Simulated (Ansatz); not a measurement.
`F[SiH]([SiH3])O[SiH3]` → `O[SiH](F)[SiH3]` + `[SiH2]` at 500 K and 1 bar (silylene loss).

Gas-phase electronic energies from Ansatz, PBE0-D4/def2-TZVP geometries. CCSD(T)/CBS is the MP2 limit (def2-TZVPP, def2-QZVPP) plus CCSD(T) − MP2 in def2-TZVPP, frozen cores. This one scheme is used for every species. One conformer a species, not always the lowest.

| species | CCSD(T)/CBS energy (Eh) | H − E (kJ/mol) | S (J/(mol·K)) |
| --- | --- | --- | --- |
| `F[SiH]([SiH3])O[SiH3]` | -1046.55730 | 234.8 | 493.1 |
| `O[SiH](F)[SiH3]` | -756.23815 | 178.6 | 402.9 |
| `[SiH2]` | -290.19011 | 48.0 | 226.5 |

H − E and S are ideal-gas, rigid-rotor, harmonic terms from PBE0-D4/def2-TZVP, for one conformer and one mirror image of each species. 1 Eh = 2625.50 kJ/mol, R = 8.31446 J/(mol·K).

**Question.** By hand: ΔE, ΔH, ΔS and ΔG.

**Answer.** ΔE = (-756.23815) + (-290.19011) − (-1046.55730) = 0.12904 Eh = 338.8 kJ/mol. Δ(H − E) = 178.6 + 48.0 − 234.8 = -8.2, so ΔH = 330.6 kJ/mol. ΔS = 402.9 + 226.5 − 493.1 = 136.3 J/(mol·K). ΔG = 330.6 − 500 × (136.3)/1000 = 262.5 kJ/mol.

**Question.** By hand: the equilibrium constant, and the temperature at which ΔG would vanish if ΔH and ΔS stayed fixed.

**Answer.** log₁₀ K = −ΔG/(RT ln 10) = -27.4. ΔG = 0 at ΔH/ΔS = 2426 K.

The number of gas molecules changes by +1, which sets the sign of ΔS. A doubt of 5 kJ/mol in ΔE shifts log₁₀ K by 0.5 here. Other conformers and mirror images would add mixing entropy, several J/(mol·K) or more a flexible species. Modes under 60 cm⁻¹, often nearly free rotors, make the harmonic entropy too high. These are equilibria of isolated gas molecules and say nothing of rates. Largest T1 diagnostic: 0.014 (customary marks: 0.02 for closed shells, 0.045 for open ones).
